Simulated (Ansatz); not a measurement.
`Cl[Si](Cl)(Cl)Cl` and `[CH3][Zn][S][Si](Cl)(Cl)Cl` differ in one atom or group.

Ansatz, PBE0-D4/def2-TZVP geometries, multiplicity 1. Each molecule was computed in one conformer, which needn't be the lowest. `[CH3][Zn][S][Si](Cl)(Cl)Cl` holds a close contact that its SMILES doesn't draw: Cl···Zn 2.90 Å.

Scalar relativity is left out up to krypton.

```csv
property,`Cl[Si](Cl)(Cl)Cl`
HOMO–LUMO gap (B3LYP/def2-TZVPP) / eV,8.41
HOMO–LUMO gap (ωB97M-V/def2-TZVPP) / eV,13.31
LUMO energy (B3LYP/def2-TZVPP) / eV,-0.83
size of the dipole moment (PBE/def2-TZVPP) / D,0.00
LUMO energy (ωB97M-V/def2-TZVPP) / eV,1.54
HOMO energy (PBE/def2-TZVPP) / eV,-8.10
```

(1) Give the same properties after the change, and the shifts. (Best estimate.)

## Answers

(1) Computed: 
```tsv
property	`[CH3][Zn][S][Si](Cl)(Cl)Cl`	shift
HOMO–LUMO gap (B3LYP/def2-TZVPP) / eV	6.64	-1.77
HOMO–LUMO gap (ωB97M-V/def2-TZVPP) / eV	10.86	-2.45
LUMO energy (B3LYP/def2-TZVPP) / eV	-0.96	-0.13
size of the dipole moment (PBE/def2-TZVPP) / D	2.14	2.14
LUMO energy (ωB97M-V/def2-TZVPP) / eV	0.82	-0.72
HOMO energy (PBE/def2-TZVPP) / eV	-6.66	1.44
```

With PBE0 the HOMO rises by 1.65 eV and the LUMO falls by 0.15 eV, so the gap narrows by about 1.80 eV. PBE moves the HOMO by 1.44 eV and ωB97M-V by 1.73 eV. The zero-point energy changes by 95.8 kJ/mol with +15 modes.

B3LYP here is the variant with VWN-RPA as its local correlation; programs differ in this.
